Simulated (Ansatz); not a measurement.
Consider the ligand exchange at the Si–C bond: `C[SiH2]CSS` + arsine → `C[SiH2][AsH2]` + `CSS`.

Gas-phase electronic energies from Ansatz, PBE0-D4/def2-TZVP geometries. CCSD(T)/CBS is the MP2 limit (def2-TZVPP, def2-QZVPP) plus CCSD(T) − MP2 in def2-TZVPP, frozen cores. Functionals use def2-TZVPP. For As outer-core shells are correlated without core-valence functions, which leaves a few kJ/mol of doubt a bond. Scalar relativity is left out up to krypton. One conformer a species, not always the lowest.

| species | PBE0 energy (Eh) |
| --- | --- |
| `C[SiH2]CSS` | -1166.48415 |
| `[AsH3]` | -2237.38564 |
| `C[SiH2][AsH2]` | -2567.27194 |
| `CSS` | -836.61374 |

(1) Work out ΔE.

Largest T1 diagnostic among the species: 0.011.

Answers

(1) ΔE = (-2567.27194) + (-836.61374) − (-1166.48415) − (-2237.38564) = -0.01589 Eh = -10.0 kcal/mol. CCSD(T)/CBS gives -8.0 kcal/mol.

The D4 term adds +1.8 kcal/mol with B3LYP and +1.1 kcal/mol with PBE0; it sums over pairs of atoms, weighted by their polarisabilities, and B3LYP, whose exchange is more repulsive, gets the larger term. In def2-TZVPP, CCSD(T) changes the Hartree–Fock value by +2.0 kcal/mol (the triples alone add +0.3 kcal/mol) and MP2 by +1.7 kcal/mol.

B3LYP here is the variant with VWN-RPA as its local correlation; programs differ in this.
